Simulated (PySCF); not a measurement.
BH3N, SMILES B[NH], multiplicity 2. Atoms are numbered in the order given.

```xyz
5

B     -0.0139    -0.6916     0.0000
N      0.0536     0.6354     0.0000
H      0.9743    -1.3737     0.0000
H     -1.0988    -1.2228     0.0000
H     -0.1815     1.6069     0.0000
```
Charge 0, spin multiplicity 2.

Geometry optimised at B3LYP-D3(BJ)/def2-TZVP. The isomer is the one that the SMILES or the coordinates give; other isomers of the formula were not compared.

All values below come from B3LYP/pcH-1 (PySCF).

Unrestricted Kohn–Sham, ⟨S²⟩ = 0.757. Hyperfine tensors hold the contact and dipolar terms, without spin-orbit corrections.

**Question.** Estimate the hyperfine couplings. (Estimate from the structure and the level; the computed values follow.)

**Answer.** 
```
nucleus    A(iso) (MHz)  A(iso) (G)  dipolar principal values (MHz)
---------  ------------  ----------  ------------------------------
11B no. 1         -58.5       -20.9                -11.7, 0.2, 11.5
14N no. 2          42.8        15.3              -41.6, -35.6, 77.1
1H no. 3          232.7        83.0                 -5.6, -3.6, 9.2
1H no. 4          299.4       106.8                 -5.3, -2.3, 7.6
1H no. 5          -46.9       -16.7              -48.7, -10.1, 58.8
```

**Question.** And the g tensor (effective nuclear charges for spin-orbit coupling, GIAO)? (An estimate is asked for; the answer gives what the named calculation found.)

**Answer.** principal values 2.0023, 2.0040, 2.0049; isotropic 2.0037.
